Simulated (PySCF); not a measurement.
Compound: 1-chloropentafluorobenzene, C₆ClF₅.
SMILES: `c1(F)c(F)c(F)c(F)c(F)c1Cl`

The closed-shell ground state was solved at several levels (PySCF, density fitting, gas phase, non-relativistic). Geometry: PBE0-D3(BJ)/def2-SVP; no solvent, vibrations or thermal averaging.

| level | basis functions | total energy (Eh) | HOMO (eV) | LUMO (eV) | gap (eV) | dipole (D) |
| --- | --- | --- | --- | --- | --- | --- |
| mPW1PW91/pcSseg-2 | 439 | -1188.1629 | -7.82 | -1.26 | 6.56 | 0.25 |
| PBE0/pcSseg-1 | 211 | -1187.0264 | -7.86 | -1.30 | 6.56 | 0.22 |

(1) What might wB97X-D/def2-SVPD (262 basis functions) give for the same quantities?

(2) How far do the dipole and the HOMO energy spread over the levels?

Results:

(1) Total energy -1187.1242 Eh, HOMO -9.67 eV, LUMO 0.34 eV, gap 10.01 eV, dipole 0.25 D.

(2) The dipole runs from 0.22 to 0.25 D (mean 0.24 D) and the HOMO from -9.67 to -7.82 eV.

The pairwise dispersion term of wB97X-D wasn't added to the energies; at a given geometry it leaves orbitals and properties as they are.
